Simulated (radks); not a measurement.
Excited configurations of Kr2+: one electron is placed in a higher orbital outside [Ar] 3d10 4s2 4p3. The ground configuration is [Ar] 3d10 4s2 4p4. Calculated with a radial shooting solver on a logarithmic mesh with Libxc functionals: scalar-relativistic Kohn-Sham, PBEsol, spin-polarised, spherical densities, point nucleus; open shells are filled with parallel spins first. Excitation = E - E(ground); binding = E(ion) - E, where the ion is the core of charge +3; n* = 3/sqrt(2 binding) in atomic units, and the quantum defect is n - n*.

outer orbital  excitation (eV)  binding (eV)     n*  quantum defect  eigenvalue (eV)
4f                      27.127         8.282  3.845           0.155           -6.529
5s                      17.470        17.938  2.613           2.387          -15.284
5p                      21.182        14.226  2.934           2.066          -12.062
5d                      25.952         9.456  3.599           1.401           -7.940
5f                      29.788         5.620  4.668           0.332           -4.629
6s                      25.827         9.581  3.575           2.425           -8.269
6p                      27.313         8.095  3.889           2.111           -6.939
6d                      29.504         5.905  4.554           1.446           -5.036
7s                      29.441         5.967  4.530           2.470           -5.200
7p                      30.178         5.230  4.839           2.161           -4.540
7d                      31.341         4.067  5.487           1.513           -3.510
7f                      32.486         2.923  6.473           0.527           -2.523

The Delta-SCF ionisation energy is 35.408 eV (NIST Atomic Spectra Database: 35.84 eV, measured). Self-interaction in the functional shifts the binding energies and quantum defects, so they are the method's values and not measured ones. Open shells are spherical and high-spin; term and fine-structure splittings are not resolved.
